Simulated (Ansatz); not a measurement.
A structure relaxed at PBE0-D4/def2-TZVP, charge 0, multiplicity 1:

Cartesian coordinates in Å:
```
F 2.361 0.211 0.915
C 1.103 0.413 0.421
B -0.207 0.076 1.178
C -1.272 0.056 0.009
Si 0.204 -0.496 -0.996
F 0.387 0.151 -2.445
H 1.018 1.437 0.008
H -0.311 -0.416 2.260
H -2.172 -0.540 0.125
H -1.542 1.057 -0.346
H 0.431 -1.950 -1.130
```

Give its formula and SMILES.

C2H5BF2Si, `F[C@@H]1BC[Si@H]1F`.

Summarise the bond lengths by kind.

1 × C–F 1.366 Å; 2 × B–C 1.550 to 1.581 Å; 2 × C–Si 1.869 to 1.908 Å; 3 × C–H 1.086 to 1.108 Å; 1 × B–H 1.193 Å; 1 × F–Si 1.598 Å; 1 × H–Si 1.478 Å.

Program: Ansatz 0.2.0.
